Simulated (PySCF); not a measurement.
Molecule: SMILES B[NH], doublet. Atoms near the plane z = 0.0 Å, at the PBE0/def2-SVP optimised geometry (x, y, z in Å): B1 (0.0, -0.5, 0.0), N2 (-0.7, 0.7, 0.0), H3 (1.2, -0.5, 0.0), H4 (-0.6, -1.5, 0.0), H5 (-1.2, 1.5, 0.0).

Computed with unrestricted PBE0/def2-TZVP (PySCF). Cells within 0.4 Å of a nucleus heavier than hydrogen are left out (blank, or x). The values are rescaled to run from 0 to 1.

```
|55555555555555555555555555555|
|55555555555555555555555555555|
|55555555555555555555555555555|
|55555555555555555555555555555|
|55555555555555555555555555555|
|55555555555555555555555555555|
|55555555555555555555555555555|
|55555555555555555555555555555|
|55555555542555555555555555555|
|55555555520455555555555555555|
|55555555552025555555555555555|
|55555555553xx2555555555555555|
|55555555554xxx555555555555555|
|55555555555202555555555555555|
|55555555555544854445555555555|
|5555555555555xxx3303555555555|
|5555555555555xxx3302555555555|
|55555555555544964445555555555|
|55555555555433455555555555555|
|55555555555303455555555555555|
|55555555555414555555555555555|
|55555555555555555555555555555|
|55555555555555555555555555555|
|55555555555555555555555555555|
|55555555555555555555555555555|
|55555555555555555555555555555|
|55555555555555555555555555555|
|55555555555555555555555555555|
|55555555555555555555555555555|
```
Scale: ten equal steps from 0.000 (start of '0') to 1.00 (end of '9'), in the order '0123456789'; x runs from -4.00 to 4.00, y from -4.00 (bottom) to 4.00 (top).

Question: Which quantity is mapped?
(A) Laplacian of the electron density
(B) spin density
(C) deformation density (molecule minus spherical neutral atoms)
(D) an orbital amplitude

Answer: A, Laplacian of the electron density. In full: Laplacian of the electron density (e/bohr⁵), clipped to [-1.50, 1.50].
